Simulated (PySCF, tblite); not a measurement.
Isomers of C5H12O2Si, one GFN2-xTB conformer each. Single-point energies are computed at PBE0/pcSseg-1 (PySCF, gas phase, no added dispersion term), electronic only.

```tsv
SMILES	GFN2-xTB relative energy (kcal/mol)
C/C=C/[SiH](OC)OC	1.3
CC(C)C(=O)C[SiH2]O	0.0
COCC[C@H]([SiH3])C=O	50.8
```

Conformers: `[CH3:1]/[CH:2]=[CH:3]/[SiH:4]([O:5][CH3:6])[O:7][CH3:8]` with C2–C3–Si4–O5 125°, C3–Si4–O5–C6 62°, C3–Si4–O7–C8 175°; `[CH3:1][CH:2]([CH3:3])[C:4](=[O:5])[CH2:6][SiH2:7][OH:8]` with C1–C2–C4–O5 97°, C2–C4–C6–Si7 -108°, C4–C6–Si7–O8 -45°, C6–Si7–O8–H 14°; `[CH3:1][O:2][CH2:3][CH2:4][C@H:5]([SiH3:6])[CH:7]=[O:8]` with C1–O2–C3–C4 -177°, O2–C3–C4–C5 63°, C3–C4–C5–Si6 -170°, C4–C5–C7–O8 22°.

Question: What does PBE0/pcSseg-1 give for the same structures?

Answer: 
```
              SMILES  PBE0/pcSseg-1 E (Eh)  PBE0/pcSseg-1 (kcal/mol)  GFN2-xTB (kcal/mol)  point group
  CC(C)C(=O)C[SiH2]O            -637.17450                       0.0                  0.0           C1
   C/C=C/[SiH](OC)OC            -637.16286                       7.3                  1.3           C1
COCC[C@H]([SiH3])C=O            -637.09030                      52.8                 50.8           C1
```

Both levels put the same isomer lowest; measured from each level's own lowest isomer, the values differ by up to 6.0 kcal/mol (C/C=C/[SiH](OC)OC: 1.3 against 7.3). As drawn, the lowest has an O–H bond and an Si–O bond, which the highest lacks.

Question: Which frontier levels, dipoles and rotational constants go with these structures?

Answer: 
```tsv
SMILES	HOMO (eV, PBE0/pcSseg-1)	LUMO (eV)	dipole (D)	A, B, C (MHz)
CC(C)C(=O)C[SiH2]O	-7.43	-0.80	3.32	3085, 977.6, 899.1
C/C=C/[SiH](OC)OC	-7.38	0.05	0.75	2046, 1059, 743.6
COCC[C@H]([SiH3])C=O	-7.29	-0.70	1.96	2587, 887.8, 752.6
```

Question: What happens when harmonic zero-point energies from GFN2-xTB frequencies are added?

Answer: 
```tsv
SMILES	ZPE (kcal/mol)	electronic (kcal/mol)	with ZPE (kcal/mol)
CC(C)C(=O)C[SiH2]O	100.3	0.0	0.0
C/C=C/[SiH](OC)OC	100.6	7.3	7.6
COCC[C@H]([SiH3])C=O	98.1	52.8	50.6
```

The zero-point energies span 2.5 kcal/mol. The order is unchanged.
